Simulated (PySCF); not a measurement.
**Nuclear quadrupole coupling in `COc1nnsc1C=O`**

Species: C4H4N2O2S.
SMILES with atom numbers: `[CH3:1][O:2][c:3]1[n:4][n:5][s:6][c:7]1[CH:8]=[O:9]` (hydrogens: H10, H11, H12 on C1; H13 on C8)

Structure used (GFN2-xTB), in Å, numbered top down from 1:
```
atom  x, y, z in Å
C1     2.2254   -0.2380   -0.1266
O2     0.8693   -0.6604   -0.1672
C3    -0.0249    0.2915   -0.3891
N4     0.3038    1.5806   -0.5699
N5    -0.6881    2.3455   -0.7698
S6    -2.1373    1.5960   -0.7628
C7    -1.4081    0.0637   -0.4603
C8    -2.1129   -1.1862   -0.3141
O9    -3.3072   -1.3285   -0.3869
H10    2.3767    0.4905    0.6722
H11    2.8098   -1.1355    0.0620
H12    2.5159    0.2138   -1.0769
H13   -1.4268   -2.0327   -0.1212
```

Field gradients from the PBE0/pcSseg-1 density (PySCF, non-relativistic), principal values in atomic units, ordered |Vxx| ≤ |Vyy| ≤ |Vzz|:

```tsv
atom	Vxx	Vyy	Vzz
O2	-0.3279	-1.5432	1.8711
N4	0.4565	0.6116	-1.0681
N5	0.4309	0.6550	-1.0859
S6	-0.7063	-1.2759	1.9822
O9	0.5424	1.4820	-2.0244
```

Task: Find the asymmetry η = (Vxx − Vyy)/Vzz and the couplings χ = eQV/h (234.96 MHz × Q in barn × V in au), with Q(17O) = −0.0256 b, Q(14N) = 0.02044 b, Q(33S) = −0.0678 b.

Result: 
```csv
atom,environment,nucleus,η,χzz (MHz),χxx (MHz),χyy (MHz)
O2,aryl ether oxygen,17O,0.65,-11.25,1.97,9.28
N4,pyridine-type nitrogen,14N,0.15,-5.13,2.19,2.94
N5,pyridine-type nitrogen,14N,0.21,-5.22,2.07,3.15
S6,ring sulfur,33S,0.29,-31.58,11.25,20.33
O9,aldehyde oxygen,17O,0.46,12.18,-3.26,-8.91
```

The tensor is traceless: Vxx + Vyy + Vzz = 0.

Task: What is Vzz at O2 in SI units (1 au = 9.71736 × 10²¹ V/m²)?

Result: 1.8711 au = 18.182 × 10²¹ V/m².

Were the hydrogens deuterons (Q(2H) = 0.00286 b), χzz would run from 180 kHz (H13) to 204 kHz (H11).

Isolated species at its GFN2-xTB geometry (one conformer only). GFN2-xTB bond lengths can be off by several hundredths of an ångström, more for odd bonds, and the gradients follow them. With a basis this small, the couplings can be 20 % off.

These values come from a run that also computed NMR shieldings. The run took about 80 s of CPU time (one thread, shared machine).
